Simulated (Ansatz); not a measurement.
`[AlH2]/[N]=C\[SeH]` → Al• + C• + 4 H• + N• + Se•  (atomization)

Gas-phase electronic energies from Ansatz, PBE0-D4/def2-TZVP geometries. CBS: MP2 limit from def2 TZ/QZ plus the TZ coupled-cluster correction, frozen cores. This one scheme is used for every species, atoms too. Functionals use def2-TZVPP. B3LYP here is the variant with VWN-RPA as its local correlation; programs differ in this. HSE06 is defined as in plane-wave codes. No spin–orbit coupling; open shells (•) take unrestricted orbitals. Spin–orbit coupling would lower the free atoms: a little for Al, C; clearly for Se. Bonds to Se are less sure, by a few kJ/mol each and by 10 to 20 or more in all where they break to atoms, as the def2 sets lack core-valence functions. Scalar relativity is left out up to krypton. Each species was taken in one conformer, which may not be the lowest.

What is ΔE at CCSD(T)/CBS? (Estimate.)

Computed: +26.39 eV.

What do these levels give: B3LYP-D4, r2SCAN0-D4, HSE06, BHLYP, SCS-MP2/def2-TZVPP, CCSD/CBS(def2)? (Best estimate.)

Computed: B3LYP-D4 26.55, r2SCAN0-D4 25.84, HSE06 26.22, BHLYP 25.24, SCS-MP2/def2-TZVPP 25.95, CCSD/CBS(def2) 25.83 eV.

Largest T1 diagnostic among the species: 0.018.

At CCSD(T), def2-SVP lies −1.82 eV from the extrapolated value and def2-TZVPP −0.85 eV: correlation converges slowly with the basis, and small sets miss more of it in the bonded molecule than in its fragments. From PBE to PBE0 (25 % exact exchange), in def2-TZVPP and without D4, ΔE moves by −0.75 eV: exact exchange takes away binding that semilocal exchange gives to molecules.

For atomizations the MP2-based limit and the directly extrapolated one differ by several kJ/mol either way, and by 10 to 25 for some Ge, Se and Sn compounds, so smaller differences from it don't rank the levels.
